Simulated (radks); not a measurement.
Results of a calculation; reference values are marked as such.
Q: These are the eigenvalues of the occupied orbitals of an atom or ion with whole-number occupations (hartree). Code: a radial shooting solver on a logarithmic mesh with Libxc functionals. Model: Dirac Kohn-Sham, PBE, spin-unpolarised, spherical densities, point nucleus.

1s1/2: -846.2041
2s1/2: -122.6494
2p1/2: -113.5545
2p3/2: -108.2398
3s1/2: -21.91820
3p1/2: -18.35913
3p3/2: -17.44484
3d3/2: -11.14572
3d5/2: -10.96542
4s1/2: -3.02995
4p1/2: -1.95047
4p3/2: -1.80730
4d3/2: -0.22706
4d5/2: -0.21267
5s1/2: -0.15806

Which element is it, and in what charge state? The configuration may be excited. Open shells, if any, are shared by 2j + 1.

A: Z = 45, rhodium, charge 0: Rh in [Kr] 4d8 5s1. The list shows which subshells hold electrons but not how many an open one holds; the 1s level, -846.2 hartree, gives Z - s = 41.1 by -(Z - s)^2/2, which with screening and relativity narrows Z to a few neighbours, and the depths of the outer levels then fix element, charge and occupations together.
